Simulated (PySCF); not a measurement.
PySCF input for C3H8N, SMILES N(CC)[CH2], multiplicity 2, B3LYP-D3(BJ)/def2-SVP. The structure is a stationary point at B3LYP-D3(BJ)/def2-SVP. The isomer is the one that the SMILES or the coordinates give; other isomers of the formula were not compared. The values are those of a single conformer.

```python
import numpy as np
from pyscf import gto, scf, dft, df
from pyscf.hessian import thermo

mol = gto.M(
    atom='''
    C     1.84171273    0.54216513    0.15046687
    N     0.47912135    0.42256190    0.37764384
    C    -0.34959488   -0.33417553   -0.54094151
    C    -1.74698968   -0.55679065    0.02286988
    H     2.34646188   -0.34322448   -0.24692126
    H     2.39568277    1.19207710    0.83185449
    H     0.03142989    1.26721415    0.72457220
    H    -0.41551236    0.15576087   -1.53616366
    H     0.14577941   -1.30566526   -0.71286359
    H    -1.70079425   -1.08663616    0.98697601
    H    -2.36165551   -1.14756628   -0.67349314
    H    -2.26601031    0.40291313    0.18816057
    ''',
    basis='def2-SVP',
    charge=0,
    spin=1,
    max_memory=1600,
    verbose=3,
)
mf = dft.UKS(mol, xc='b3lyp').density_fit(auxbasis='def2-universal-jkfit')
mf.disp = 'd3bj'
mf.grids.level = 3
mf.conv_tol = 1e-11
mf.max_cycle = 100
mf.kernel()
fine, coarse = mf.grids, dft.Grids(mol).set(level=1).build(with_non0tab=True)
for _ in range(3):  # follow internal instabilities
    mf.grids = coarse
    mo, _, stable, _ = mf.stability(return_status=True, nroots=4)
    mf.grids = fine
    if stable:
        break
    mf.kernel(mf.make_rdm1(mo, mf.mo_occ))

# [left out here: the lines that compute and print the analytic Hessian (its translational invariance restored by hand, since the grid's response is missing), thermochemistry and intensities]
```

Log of the run:

```

WARN: HOMO -0.139282894552861 >= LUMO -0.139282894552861

converged SCF energy = -173.711888321757  <S^2> = 0.75301787  2S+1 = 2.0030156
<class 'pyscf.df.df_jk.DFUKS'> wavefunction is stable in the internal stability analysis

WARN: DFTD3 does not support analytical Hessian, using finite difference


WARN: Mole.unit (angstrom) is changed to Bohr

Mode                                 0                   1                   2
Irrep
Freq [cm^-1]                      106.1698            252.9045            275.7313
Reduced mass [au]                   2.3727              1.0653              2.1268
Force const [Dyne/A]                0.0158              0.0401              0.0953
Char temp [K]                     152.7547            363.8733            396.7159
Normal mode                   x     y     z       x     y     z       x     y     z
       0   C                 0.02 -0.10  0.07   -0.00  0.03  0.00    0.00  0.05  0.09
       1   N                -0.02  0.10 -0.08   -0.00 -0.00 -0.02   -0.01 -0.05 -0.11
       2   C                -0.03  0.07 -0.04    0.01 -0.06  0.01   -0.01 -0.05 -0.09
       3   C                 0.03 -0.07  0.05   -0.00  0.02  0.01    0.03  0.05  0.07
       4   H                -0.05 -0.23  0.28    0.07 -0.02  0.20    0.09  0.17 -0.06
       5   H                 0.01 -0.07  0.04   -0.07  0.19 -0.10   -0.12 -0.12  0.37
       6   H                 0.04  0.19 -0.21   -0.03  0.03 -0.12   -0.10 -0.17  0.07
       7   H                -0.14  0.10 -0.03    0.03 -0.10 -0.01   -0.07 -0.07 -0.10
       8   H                 0.05  0.12 -0.11   -0.01 -0.07  0.05   -0.05 -0.07 -0.09
       9   H                 0.15 -0.13  0.01   -0.09 -0.40 -0.22    0.14  0.14  0.11
      10   H                 0.02 -0.08  0.06   -0.19  0.48 -0.21   -0.10  0.04  0.21
      11   H                -0.03 -0.13  0.16    0.25  0.08  0.45    0.12  0.10  0.07
Mode                                 3                   4                   5
Irrep
Freq [cm^-1]                      339.0935            459.8597            626.3259
Reduced mass [au]                   1.2166              2.8707              1.1837
Force const [Dyne/A]                0.0824              0.3577              0.2736
Char temp [K]                     487.8801            661.6358            901.1435
Normal mode                   x     y     z       x     y     z       x     y     z
       0   C                -0.00 -0.01 -0.00   -0.12 -0.05 -0.03   -0.04  0.02 -0.08
       1   N                -0.01  0.09 -0.02   -0.09 -0.01  0.07   -0.00  0.03 -0.03
       2   C                 0.02 -0.02  0.05    0.07 -0.00 -0.05    0.02  0.01  0.03
       3   C                -0.00 -0.02 -0.01    0.13  0.04  0.01    0.03  0.01 -0.01
       4   H                -0.20  0.10 -0.49   -0.22 -0.07 -0.10   -0.13 -0.30  0.47
       5   H                 0.15 -0.49  0.33    0.00 -0.04 -0.14   -0.05 -0.21  0.17
       6   H                -0.01  0.08 -0.00   -0.10  0.06 -0.12   -0.08 -0.27  0.57
       7   H                 0.05 -0.16 -0.01    0.14  0.02 -0.04    0.02 -0.05  0.00
       8   H                 0.06 -0.03  0.20    0.11  0.01 -0.01    0.04  0.01  0.07
       9   H                -0.09 -0.15 -0.08    0.24  0.10  0.03   -0.01 -0.01 -0.01
      10   H                 0.00  0.10 -0.13   -0.01  0.05  0.12    0.06  0.02 -0.04
      11   H                 0.03 -0.02  0.08    0.22  0.09  0.05    0.03  0.01 -0.02
Mode                                 6                   7                   8
Irrep
Freq [cm^-1]                      647.6956            810.0423            881.9623
Reduced mass [au]                   1.3464              1.1088              1.7963
Force const [Dyne/A]                0.3328              0.4287              0.8232
Char temp [K]                     931.8898           1165.4705           1268.9474
Normal mode                   x     y     z       x     y     z       x     y     z
       0   C                 0.01  0.08 -0.09   -0.01 -0.01  0.01    0.06  0.03  0.01
       1   N                 0.01 -0.05  0.06   -0.01  0.02 -0.02    0.02  0.06  0.07
       2   C                -0.01 -0.01 -0.01    0.02 -0.05  0.04    0.01 -0.05 -0.09
       3   C                -0.01 -0.00  0.00    0.03 -0.03  0.02   -0.10 -0.06 -0.02
       4   H                 0.00 -0.12  0.31   -0.04  0.00 -0.04   -0.13 -0.09  0.03
       5   H                -0.06 -0.35  0.41    0.01  0.01 -0.03    0.28 -0.04 -0.10
       6   H                 0.05  0.22 -0.49   -0.05 -0.01 -0.02   -0.03  0.00  0.16
       7   H                -0.01  0.10  0.05   -0.37  0.23  0.20    0.07 -0.00 -0.06
       8   H                -0.02  0.01 -0.10    0.24  0.14 -0.38    0.15  0.01 -0.07
       9   H                -0.01  0.02  0.01   -0.42  0.10  0.11    0.07  0.11  0.06
      10   H                -0.03 -0.01  0.02   -0.02  0.15 -0.10   -0.46 -0.00  0.26
      11   H                -0.00  0.01 -0.00    0.30  0.17 -0.28    0.17  0.08  0.05
[...]
Freq [cm^-1]                     1462.9106           1473.7849           1494.9294
Reduced mass [au]                   1.0522              1.0473              1.0973
Force const [Dyne/A]                1.3268              1.3403              1.4448
Char temp [K]                    2104.8027           2120.4483           2150.8706
Normal mode                   x     y     z       x     y     z       x     y     z
       0   C                -0.03  0.00  0.00   -0.02 -0.00  0.00   -0.02 -0.00  0.00
       1   N                 0.01  0.00 -0.00    0.01 -0.00 -0.01    0.01  0.01  0.01
       2   C                 0.00 -0.02  0.01    0.03  0.00 -0.01   -0.01  0.04  0.07
       3   C                 0.02 -0.04  0.01   -0.00  0.02  0.04    0.00  0.01  0.01
       4   H                 0.10  0.06  0.05    0.06  0.03  0.03    0.09  0.05  0.03
       5   H                 0.10 -0.07 -0.04    0.07 -0.04 -0.03    0.07 -0.05 -0.02
       6   H                 0.04  0.01  0.01   -0.01 -0.01 -0.02   -0.03 -0.01 -0.02
       7   H                -0.02 -0.02  0.01   -0.21  0.21  0.12    0.18 -0.52 -0.25
       8   H                 0.04  0.01 -0.06   -0.05 -0.08  0.30   -0.07  0.11 -0.59
       9   H                 0.28  0.34  0.20    0.24 -0.44 -0.23    0.09 -0.22 -0.12
      10   H                -0.20  0.56 -0.30   -0.25  0.09  0.17   -0.11  0.01  0.11
      11   H                -0.41 -0.23 -0.10   -0.08  0.07 -0.57    0.01  0.05 -0.25
Mode                                21                  22                  23
Irrep
Freq [cm^-1]                     1522.2217           2946.8235           3026.4912
Reduced mass [au]                   1.7336              1.0738              1.0389
Force const [Dyne/A]                2.3667              5.4939              5.6067
Char temp [K]                    2190.1381           4239.8229           4354.4470
Normal mode                   x     y     z       x     y     z       x     y     z
       0   C                -0.10 -0.03  0.00    0.00  0.00 -0.00    0.00  0.00  0.00
       1   N                 0.13  0.04  0.02    0.00  0.00  0.00   -0.00 -0.00 -0.00
       2   C                -0.06  0.00 -0.02   -0.00 -0.03  0.07   -0.00  0.00  0.00
       3   C                 0.00 -0.00 -0.01   -0.00  0.00 -0.00    0.05 -0.01 -0.02
       4   H                 0.26  0.14  0.08   -0.00  0.01  0.01   -0.00  0.00  0.00
       5   H                 0.08 -0.14 -0.06   -0.00 -0.01 -0.00   -0.00 -0.00 -0.00
       6   H                -0.52 -0.23 -0.19    0.00  0.00 -0.00    0.00  0.00  0.00
       7   H                -0.01  0.00 -0.02   -0.06  0.44 -0.84    0.00  0.00 -0.00
       8   H                 0.14  0.09  0.14    0.07 -0.15 -0.01    0.04 -0.07 -0.01
       9   H                -0.04  0.02  0.00    0.00 -0.02  0.03    0.03 -0.25  0.43
      10   H                 0.05 -0.06  0.00    0.01  0.02  0.02   -0.25 -0.25 -0.30
      11   H                 0.07  0.02  0.07    0.01 -0.02 -0.01   -0.32  0.61  0.10
Mode                                24                  25                  26
Irrep
Freq [cm^-1]                     3047.9339           3104.8227           3124.6893
Reduced mass [au]                   1.0900              1.1014              1.0530
Force const [Dyne/A]                5.9661              6.2554              6.0572
Char temp [K]                    4385.2982           4467.1486           4495.7323
Normal mode                   x     y     z       x     y     z       x     y     z
       0   C                -0.00  0.00 -0.00    0.00 -0.00  0.00    0.06 -0.01  0.01
       1   N                -0.00  0.00  0.00    0.00 -0.00  0.00   -0.00 -0.00  0.00
       2   C                 0.04 -0.07 -0.00   -0.01  0.01 -0.00    0.00 -0.00 -0.00
       3   C                 0.00  0.01 -0.00   -0.01  0.09 -0.00    0.01  0.00  0.02
       4   H                 0.00 -0.01 -0.01   -0.00  0.01  0.00   -0.32  0.57  0.28
       5   H                 0.00  0.00  0.00   -0.00 -0.01 -0.01   -0.32 -0.39 -0.38
       6   H                 0.01 -0.01  0.00   -0.00 -0.00 -0.00    0.00 -0.00  0.00
       7   H                 0.00  0.05 -0.12    0.00 -0.02  0.04    0.00  0.00 -0.00
       8   H                -0.42  0.82  0.14    0.07 -0.14 -0.02   -0.01  0.02  0.00
       9   H                 0.01 -0.06  0.12    0.02 -0.22  0.43   -0.01  0.07 -0.13
      10   H                -0.06 -0.05 -0.07   -0.26 -0.24 -0.30   -0.08 -0.08 -0.09
      11   H                 0.02 -0.05 -0.01    0.31 -0.57 -0.10   -0.00  0.00  0.00
Mode                                27                  28                  29
Irrep
Freq [cm^-1]                     3125.6507           3244.9528           3559.3655
Reduced mass [au]                   1.1020              1.1210              1.0759
Force const [Dyne/A]                6.3434              6.9547              8.0310
Char temp [K]                    4497.1154           4668.7647           5121.1345
Normal mode                   x     y     z       x     y     z       x     y     z
       0   C                 0.01 -0.00  0.00   -0.01 -0.08 -0.06    0.00  0.00  0.00
       1   N                -0.00 -0.00  0.00   -0.00  0.00  0.00   -0.03  0.06  0.03
       2   C                -0.00  0.00 -0.00    0.00  0.00 -0.00   -0.00  0.00 -0.00
       3   C                -0.03 -0.00 -0.08    0.00  0.00 -0.00    0.00 -0.00  0.00
       4   H                -0.07  0.12  0.06   -0.29  0.50  0.23    0.01 -0.01 -0.01
       5   H                -0.07 -0.09 -0.08    0.36  0.42  0.43   -0.01 -0.01 -0.01
       6   H                 0.00  0.00 -0.00    0.01 -0.02 -0.01    0.42 -0.79 -0.34
       7   H                 0.00 -0.02  0.04    0.00 -0.00  0.00   -0.00 -0.00 -0.00
       8   H                 0.00 -0.00  0.00    0.00  0.01  0.00    0.01 -0.01 -0.00
       9   H                 0.03 -0.31  0.55   -0.00 -0.00  0.00    0.00  0.00 -0.00
      10   H                 0.38  0.37  0.43    0.00  0.00  0.00    0.00 -0.00 -0.00
      11   H                -0.01 -0.00 -0.01   -0.00  0.00  0.00    0.00  0.00 -0.00
temperature 298.1500 [K]
pressure 101325.00 [Pa]
Rotational constants [GHz] 28.40451 4.07966 3.79677
Symmetry number 1
Zero-point energy (ZPE) 0.10663 [Eh]   279953.396 [J/mol]
                           tot       elec      trans        rot        vib
Entropy [J/mol/K]       308.387      5.763    159.409    100.858     42.356
Cv [J/mol/K]             81.189      0.000     12.472     12.472     56.246
Cp [J/mol/K]             89.504      0.000     20.786     12.472     56.246
Internal energy [J/mol]                      3718.434   3718.434 287471.604
Internal energy [Eh]   -173.59956  -173.71189
Enthalpy [J/mol]                             6197.391   3718.434 287471.604
Enthalpy [Eh]          -173.59862
Gibbs free energy [J/mol]                  -41330.328 -26352.472 274843.016
Gibbs free energy [Eh] -173.63364
mode   freq/cm-1   IR/(km/mol)
   1      106.17         1.025
   2      252.90         0.198
   3      275.73         9.223
   4      339.09         4.861
   5      459.86        13.345
   6      626.33       140.641
   7      647.70         8.717
   8      810.04         1.538
   9      881.96         1.331
  10     1037.73         6.476
  11     1065.35         1.387
  12     1132.88         8.496
  13     1228.93         8.583
  14     1287.76        28.907
  15     1298.74        14.309
  16     1367.04         9.003
  17     1405.61        14.404
  18     1446.15        11.575
  19     1462.91         5.588
  20     1473.78         3.344
  21     1494.93         2.984
  22     1522.22        51.730
  23     2946.82        86.733
  24     3026.49        19.340
  25     3047.93        21.882
  26     3104.82        32.809
  27     3124.69        20.812
  28     3125.65        19.357
  29     3244.95        16.673
  30     3559.37         6.130
max |gradient| / (hartree/bohr): 2.5496704835021634e-05
APT charges: [ 0.0657 -0.5433  0.4563  0.0549  0.0193  0.0154  0.1453 -0.117  -0.0464
 -0.0084 -0.0159 -0.0258]
```

The run converged.
